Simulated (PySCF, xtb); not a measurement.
AuClH3N, SMILES [NH3]->[Au][Cl], multiplicity 1.

Harmonic wavenumbers (cm⁻¹) from GFN2-xTB in xtb at its own minimum, in rising order: 96, 96, 276, 357, 513, 514, 1203, 1517, 1517, 3437, 3454, 3454.

Q: What does PBE-D3(BJ)/def2-TZVP (PySCF) give at its own minimum? (Estimate from the structure and the level; the computed values follow.)

A: 130, 130, 367, 438, 671, 671, 1201, 1607, 1607, 3376, 3477, 3477. Paired by order, the mean absolute difference is 70 cm⁻¹ and the zero-point energies are 23.5 and 24.5 kcal/mol.
